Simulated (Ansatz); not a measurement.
Reaction (silylene formation by 1,1-elimination): `C[Si](C)(F)Br` → fluoromethane + `C[Si]Br`

Gas-phase electronic energies from Ansatz, PBE0-D4/def2-TZVP geometries. CCSD(T)/CBS is the MP2 limit (def2-TZVPP, def2-QZVPP) plus CCSD(T) − MP2 in def2-TZVPP, frozen cores. This one scheme is used for every species. DFT in def2-TZVPP. B3LYP here is the variant with VWN-RPA as its local correlation; programs differ in this. For Br outer-core shells are correlated without core-valence functions, which leaves a few kJ/mol of doubt a bond. Scalar relativity is left out up to krypton.

`C[Si](C)(F)Br`:

Z-matrix (Å, degrees):
```
C
Si 1 1.848
H 1 1.093 2 110.2
H 1 1.092 2 110.6 3 120.0
H 1 1.092 2 110.6 3 -120.0
C 2 1.848 1 115.1 3 -59.4
F 2 1.599 1 108.4 3 62.1
Br 2 2.225 1 109.0 3 177.7
H 6 1.092 2 110.6 1 179.3
H 6 1.092 2 110.7 1 -60.7
H 6 1.093 2 110.2 1 59.3
```

`CF`:

Z-matrix (Å, degrees):
```
C
F 1 1.376
H 1 1.092 2 109.1
H 1 1.092 2 109.1 3 -120.0
H 1 1.092 2 109.1 3 120.0
```

`C[Si]Br`:

Cartesian coordinates in Å:
```
C 0.397 -0.420 0.227
Si -0.508 1.175 0.677
Br -1.612 1.486 -1.276
H -0.324 -1.208 -0.017
H 1.029 -0.760 1.052
H 1.019 -0.273 -0.663
```

```
        level  ΔE (kJ/mol)
        B3LYP        407.6
HF/def2-TZVPP        423.0
```

(1) What does CCSD(T)/CBS give? (Best estimate.)

Largest T1 diagnostic among the species: 0.011.

Answers

(1) Computed: +443.2 kJ/mol. The listed levels differ from it by -35.6, -20.2 kJ/mol.

The D4 term adds +15.9 kJ/mol with B3LYP and +8.8 kJ/mol with PBE0; it sums over pairs of atoms, weighted by their polarisabilities, and B3LYP, whose exchange is more repulsive, gets the larger term. From PBE to PBE0 (25 % exact exchange), in def2-TZVPP and without D4, ΔE moves by +20.9 kJ/mol. In def2-TZVPP, CCSD(T) changes the Hartree–Fock value by +11.7 kJ/mol (the triples alone add +0.7 kJ/mol) and MP2 by +37.8 kJ/mol.
